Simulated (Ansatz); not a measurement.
Cl₃H₂O₂Ta (`[OH][Ta]([OH])([Cl])([Cl])[Cl]`), one more setting.

```yaml
crystal:
  periodic: [false, false, false]
  atoms:
    - {symbol: O, position_ang: [2.082317, -0.207112, -0.603488]}
    - {symbol: Ta, position_ang: [-0.207889, 0.258446, -0.417718]}
    - {symbol: O, position_ang: [-0.399861, -1.165057, 1.455703]}
    - {symbol: Cl, position_ang: [-1.914758, -1.398872, -2.018148]}
    - {symbol: Cl, position_ang: [-0.006168, 2.275676, -2.514612]}
    - {symbol: Cl, position_ang: [-1.217905, 2.359144, 1.325646]}
    - {symbol: H, position_ang: [2.655194, -0.944460, 0.153426]}
    - {symbol: H, position_ang: [-0.875682, -1.249141, 2.549315]}
basis:
  gaussian: {orbitals: def2-TZVPD}
hamiltonian: {xc: {name: wB97X-V}, pseudopotentials: {relativity: scalar}}
output: {forces: true}
```

```sh
$ ansatz run in.yaml --threads 4 --pin off --events-out ev --progress --plain --max-ram 11315MiB
```

Output, abridged:

```
Functional definition: wB97X-V
1736 factors; their error is unknown
422 factors; integrals over basis functions are off by at most 4.0e-5 eV
mean field evaluation 1: about -43320.4111 eV, gradient 9.1e1 eV
mean field evaluation 2: about -42882.0454 eV, gradient 4.0e2 eV
mean field evaluation 4: about -43342.4195 eV, gradient 2.3e1 eV
mean field evaluation 8: about -43343.4153 eV, gradient 5.5e-1 eV
mean field evaluation 16: about -43343.4869 eV, gradient 3.2e-3 eV
mean field -43343.48686436 eV, -1592.8437629945 hartree, gradient 7.5e-5 eV, S^2 0.000000; 0 other end points of the search recorded, 0 dependent functions left out
reference -43343.48685935 eV, -1592.8437628106 hartree; 41, 41 occupied and 238, 238 virtual orbitals, 1736 factors
Total energy: -43343.48685935 eV, -1592.8437628106 hartree
Relativity: scalar
Atom 0 at     2.082317    -0.207112    -0.603488 Å, force    -2.725933    -2.009772     3.507247 eV/Å
Atom 1 at    -0.207889     0.258446    -0.417718 Å, force     1.811852    -1.771356     1.937563 eV/Å
Atom 2 at    -0.399861    -1.165057     1.455703 Å, force    -1.482573     2.511543     0.488946 eV/Å
Atom 3 at    -1.914758    -1.398872    -2.018148 Å, force     2.509751     2.453589     2.327059 eV/Å
Atom 4 at    -0.006168     2.275676    -2.514612 Å, force    -0.311724    -2.809544     2.964755 eV/Å
Atom 5 at    -1.217905     2.359144     1.325646 Å, force     1.371082    -2.817109    -2.402948 eV/Å
Atom 6 at     2.655194    -0.944460     0.153426 Å, force    -3.275923     3.455809    -3.329771 eV/Å
Atom 7 at    -0.875682    -1.249141     2.549315 Å, force     2.103469     0.986839    -5.492852 eV/Å
Dipole moment:     0.330220    -0.657523     0.744691 e Å
```

Hardware: 4 threads of an Intel Xeon on a shared host. Wall time 37 s, peak host memory 1.4 GiB.
